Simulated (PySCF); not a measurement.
C5H7F, SMILES C[C@H]1CC=C1F.

The structure is a stationary point at B3LYP-D3(BJ)/def2-SVP. The structure was generated by enumeration; whether it is a known compound was not checked.

Calculation: PBE/def2-TZVP in PySCF.

Gas-phase values at a fixed geometry.

Computed frontier levels, gap, dipole moment and polarisability:
| Quantity | Value |
|---|---|
| highest occupied level | -5.86 eV |
| lowest empty level | -0.45 eV |
| orbital gap | 5.41 eV |
| dipole moment | 1.33 D |
| quadrupole, principal values (traceless, Buckingham form, about the centre of nuclear charge) | -2.88, -0.04, 2.91 D·Å |
| mean static polarisability | 59.3 bohr³ (8.79 Å³) |
| polarisability, principal values | 48.2, 61.0, 68.7 bohr³ |
